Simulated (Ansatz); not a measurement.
Stepwise reaction of `[NH]=[Nb]([F])([F])[Cl]` with ammonia, as a gas-phase model of exchange steps in deposition or etching. ΔE in kJ/mol; ΔG adds harmonic PBE0-D4 terms to CCSD(T)/CBS, at 1 bar.

Computed with Ansatz on PBE0-D4/def2-TZVP structures; ΔE is electronic, products minus reactants. CBS: MP2 limit from def2 TZ/QZ plus the TZ coupled-cluster correction, frozen cores. This one scheme is used for every species. Functionals use def2-TZVPP. B3LYP here is the variant with VWN-RPA as its local correlation; programs differ in this. Elements past krypton have def2 core potentials. For Nb outer-core shells are correlated without core-valence functions, which leaves a few kJ/mol of doubt a bond. Each species was taken in one conformer, which may not be the lowest.

| step | reaction | PBE-D4 | B3LYP-D4 | ωB97M-V | CCSD(T)/CBS | ΔG(400 K) |
| --- | --- | --- | --- | --- | --- | --- |
| 1 | `[NH]=[Nb]([F])([F])[Cl]` + NH₃ → `[NH]=[Nb]([NH2])([F])[Cl]` + H–F | 70.7 | 70.2 | 71.9 | 58.4 | 58.2 |

Task: Give the row of step 2, `[NH]=[Nb]([NH2])([F])[Cl]` + NH₃ → `[NH]=[Nb]([NH2])([NH2])[Cl]` + H–F. (Estimate.)

Result: The calculation gave: 
```
step                                                                 reaction  PBE-D4  B3LYP-D4  ωB97M-V  CCSD(T)/CBS  ΔG(400 K)
   2  `[NH]=[Nb]([NH2])([F])[Cl]` + NH₃ → `[NH]=[Nb]([NH2])([NH2])[Cl]` + H–F    88.4      88.8     89.9         77.4       74.7
```

Task: By hand: ΔE of the 2 steps together at CCSD(T)/CBS.

Result: (58.4) + (77.4) = 135.8 kJ/mol, or 67.9 kJ/mol a step.

In ΔE each step is higher than the one before. All are uphill at CCSD(T)/CBS. ΔG lies between 58.2 and 74.7 kJ/mol a step. PBE-D4 differs from CCSD(T)/CBS by 11.0 to 12.3 kJ/mol a step. Only this route is followed, and other bonds may react first. Isolated molecules leave out the surface, adducts and barriers. Largest T1 diagnostic: 0.020.
